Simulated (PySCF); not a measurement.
## P²⁺: excitation energy

P²⁺ [Ne] 3s2 3p1 (2P) → P²⁺ [Ne] 3s2 4s1 (2S), as a difference of total energies. All numbers are calculated (PySCF 2.14, scalar relativity by spin-free X2C-1e, in x2c-QZVPPall with one added diffuse shell each of s, p, d, f type (10s7p5d3f1g, 86 functions)). Correlated levels: valence: [Ne] frozen; valence and next inner shell: 1s2 frozen. The calculations carry no spin-orbit coupling.

```
                                method  excitation energy (eV)
                                   UHF                  14.454
                                   LDA                  14.385
                                   PBE                  14.443
                                  PBE0                  14.562
                                r2SCAN                  14.885
                               wB97X-V                  14.638
                                B2PLYP                  14.480
                               LC-wPBE                  14.846
                                 B3LYP                  14.477
                         MP2 (valence)                  14.452
                     SCS-MP2 (valence)                  14.485
    MP2 (valence and next inner shell)                  14.416
SCS-MP2 (valence and next inner shell)                  14.455
```

Task: How much does correlation contribute at MP2 (valence and next inner shell)?

Result: 14.416 − (14.454) = -0.038 eV, measured against UHF.

A first-order spin-orbit estimate (lowest level to lowest level, LS coupling) adds 0.041 eV.

The promoted electron is Rydberg-like, and one or two diffuse shells describe it only roughly, which tends to raise the upper state.
